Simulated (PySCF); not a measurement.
# Ionisation energy of Dy⁶²⁺ by level of theory

Dy⁶²⁺ [He] 2s2 → Dy⁶³⁺ [He] 2s1 [2s1/2^1, M_J = 1/2], as a difference of total energies. Computed with PySCF 2.14 in an even-tempered Gaussian basis (17 s from 45 bohr⁻², ratio 2.4; 13 p from 59 bohr⁻², ratio 2.4; 5 d from 180 bohr⁻², ratio 2.6; 4 f from 280 bohr⁻², ratio 2.6), with the two-component X2C-1e Hamiltonian. Correlated levels: nothing frozen; the 30 highest virtual spinors dropped. "Screened" scales the spin-orbit matrix elements by Boettger's factors to mimic the two-electron term; Breit and QED terms are absent.

| method | ionisation energy (eV) |
| --- | --- |
| GMP2 (spin-free) | 14959.3 |
| GHF (screened spin-orbit) | 14954.2 |
| GMP2 (screened spin-orbit) | 14960.7 |

**Question.** How much does correlation contribute at GMP2 (screened spin-orbit)?

**Answer.** 14960.7 − (14954.2) = 6.5 eV, measured against GHF (screened spin-orbit).

For this ion Breit and QED terms and the two-electron picture change, all absent here, outweigh the correlation shift from GHF to GMP2.

For comparison: 14936 ± 15 eV (theoretical estimate listed by NIST; NIST Atomic Spectra Database, ionization energies).
